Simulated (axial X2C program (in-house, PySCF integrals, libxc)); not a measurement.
**Spin–orbit effects down a group: molecules with Na, HF**

Computed with an in-house relativistic program for diatomic molecules, spin-free (one-electron X2C) or two-component (2c: spin–orbit coupling with atomic mean-field Coulomb and Gaunt terms, which also bring small scalar terms), in Dyall basis sets with cores contracted in-house; open shells are unrestricted.

Basis sets: Al dyall-v3z, B dyall-v3z, In dyall-cv3z, Na dyall-cv3z, Tl dyall-cv3z.

```tsv
molecule	spin-free state	Re (Å)	ωe (cm⁻¹)	De (eV)	2c state	Re 2c (Å)	ωe 2c (cm⁻¹)	De 2c (eV)
NaB	M_S = 1, Λ = 1	2.504	339.9	0.26	Ω = 2	2.505	339.8	0.26
NaAl	M_S = 0, Λ = 0	3.206	190.4	-0.14	Ω = 0	3.206	190.4	-0.19
NaIn	M_S = 0, Λ = 0	3.315	146.0	-0.07	Ω = 0	3.295	144.5	n/a
NaTl	M_S = 0, Λ = 0	3.336	134.7	-0.07	Ω = 0	3.183	136.4	-0.34
```

Each entry is the lowest single determinant of a limited PBE0 search at one distance. De goes to single-determinant-based atoms at the same level (for ions the charge split of lowest energy) and is withheld (n/a) where an atom does not fit its ground term or J level. Main or longest-lived isotopes. One determinant is a doubtful description, or other states lie close, for NaB, NaAl, NaIn, NaTl; these need not be ground states, and all values refer to the states named. Some open-shell Ω = 0 determinants are out of reach, so the Ω given for NaB need not be the lowest component. With several unpaired electrons the Ω given is that of one determinant, not necessarily of the lowest component. Some light 2c atoms are not at their ground J level, so De misses part of their lowering (0.04 eV or less). Where the atoms have a lower orbital projection than the molecule, De at mean-field level may be about a tenth of an eV too small.
